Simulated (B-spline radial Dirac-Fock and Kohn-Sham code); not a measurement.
# Subshell photoionisation cross sections of Eu⁴⁺ against photon energy

System: europium as Eu⁴⁺, configuration [Xe] 4f5.

Method: independent-particle photoionisation in a Dirac-Hartree-Slater potential with a Latter tail, all multipoles, thresholds from Dirac-Fock ΔSCF. Computed with a B-spline atomic structure program. Values are in kb; a dash marks an energy below the computed threshold.

```csv
hν (eV),3p1/2,3d3/2,4s,4p1/2,4d3/2
262,–,–,–,–,208
393,–,–,–,87.1,330
553,–,–,82.4,75.8,284
831,–,–,49.9,53.2,170
1420,–,456,22.5,26.4,61.7
2330,47.2,125,9.70,11.6,19.0
4600,14.0,16.0,2.81,3.09,2.84
5400,10.0,9.52,2.07,2.19,1.74
7340,5.04,3.40,1.14,1.10,0.653
8040,4.08,2.48,0.954,0.889,0.483
9120,3.02,1.59,0.741,0.658,0.316
13900,1.04,0.347,0.309,0.228,0.0720
14500,0.927,0.297,0.283,0.204,0.0618
15900,0.725,0.210,0.232,0.160,0.0441
17100,0.596,0.160,0.198,0.132,0.0338
21000,0.339,0.0730,0.126,0.0751,0.0157
31600,0.105,0.0148,0.0498,0.0235,0.00326
37500,0.0633,0.00749,0.0333,0.0142,0.00167
60600,0.0147,0.00109,0.0103,0.00334,0.000246
73900,0.00794,0.000488,0.00625,0.00181,0.000111
```

At 73900 eV the multipoles beyond E1 give 26.8 % of 3p1/2, 45.5 % of 3d3/2, 13.2 % of 4s, 26.7 % of 4p1/2, 45.2 % of 4d3/2.

Run: 6.3 s of CPU time on 1 thread of Intel(R) Xeon(R) Platinum 8375C CPU @ 2.90GHz (shared host), peak memory 0.41 GiB.
